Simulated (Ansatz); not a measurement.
F₂H₂MoN₂, SMILES `[NH]=[Mo](=[NH])([F])[F]` at its PBE0-D4/def2-TZVP geometry, where that method's forces vanish. Total charge 0; spin multiplicity 1. Mo takes the def2 core potential.

```xyz
7

N     0.5738   -1.2732   -0.4396
Mo    0.1556    0.3861   -0.3494
N    -0.8359    0.6233    1.0280
F     1.7139    1.3683   -0.1218
F    -0.8315    0.8213   -1.8598
H     0.5529   -2.2286   -0.1085
H    -1.3288    0.3028    1.8510
```

What forces (eV/Å) does r2SCAN-D4/def2-TZVPP give on these atoms in Ansatz? (Best estimate.)

The calculation gave: 
```
N1   0.174 -0.551 -0.082
Mo2  0.150  0.372 -0.337
N3  -0.339  0.141  0.453
F4   0.118  0.071  0.022
F5  -0.078  0.029 -0.113
H6  -0.008 -0.037  0.024
H7  -0.017 -0.025  0.033
```
